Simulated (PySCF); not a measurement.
Correlation energy of V (vanadium, neutral)

[Ar] 3d3 4s2, high-spin 4F determinant. Calculation: PySCF 2.14, in x2c-QZVPPall; the spin-free X2C one-electron Hamiltonian (Gaussian nucleus). Frozen: [Ar]; 5 electrons correlated.

| level | correlation energy (mhartree) |
| --- | --- |
| CCSD | -76.60 |
| (T) | -2.83 |
| CCSD(T) | -79.43 |

Diagnostics: T1 = 0.026, D1 = 0.0702, largest double amplitude 0.075.

Is a single reference adequate?

Mostly. T1 lies below 0.03, but a double amplitude of this size points to a near-degeneracy that CCSD handles and MP2 describes poorly.
